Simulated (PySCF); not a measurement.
An equivalent PySCF input for Cu⁺ (copper, charge +1), [Ar] 3d10, closed-shell 1S, with a scalar-relativistic core potential:

```python
from pyscf import gto, scf, dft, mp, cc
import basis_set_exchange as bse
txt = bse.get_basis("aug-cc-pwCVDZ-PP", elements=["Cu"], fmt="nwchem", header=False)
cut = txt.index("\nECP")
mol = gto.M(atom="Cu 0 0 0", charge=1, spin=0, symmetry="D2h",
            basis=gto.basis.parse(txt[:cut]),
            ecp={"Cu": gto.basis.parse_ecp(txt[cut:])})
mf = dft.UKS(mol, xc="MN15")
mf.irrep_nelec = {'Ag': (3, 3), 'B1g': (1, 1), 'B2g': (1, 1), 'B3g': (1, 1), 'B1u': (1, 1), 'B2u': (1, 1), 'B3u': (1, 1)}
mf.kernel()
```

It reaches the same state as the run whose output follows, with an energy that differs only through the grid. The run itself started from symmetry-adapted Hartree-Fock orbitals and held the occupation by maximum overlap, on a logarithmic radial grid, so the iterations belong to that start.

```
SCF conv_tol = 1e-09
number electrons alpha = 9  beta = 9
XC functionals = MN15
    H. S. Yu, X. He, S. L. Li, and D. G. Truhlar.,  Chem. Sci. 7, 5032-5051 (2016)
    H. S. Yu, X. He, S. L. Li, and D. G. Truhlar.,  Chem. Sci. 7, 5032-5051 (2016)
cycle= 1 E= -197.340730727484  delta_E= -0.144  |g|= 0.22  |ddm|= 2.54
cycle= 2 E= -197.340299985822  delta_E= 0.000431  |g|= 0.177  |ddm|= 0.278
cycle= 3 E= -197.341458376568  delta_E= -0.00116  |g|= 0.127  |ddm|= 0.284
cycle= 4 E= -197.343411356508  delta_E= -0.00195  |g|= 0.00164  |ddm|= 0.137
cycle= 5 E= -197.343411642674  delta_E= -2.86e-07  |g|= 5.83e-05  |ddm|= 0.00222
cycle= 6 E= -197.343411643169  delta_E= -4.95e-10  |g|= 1.16e-06  |ddm|= 5.93e-05
converged SCF energy = -197.343411643169  <S^2> = 3.5527137e-15  2S+1 = 1
```

Energies and moments cover only the electrons outside the core potential.
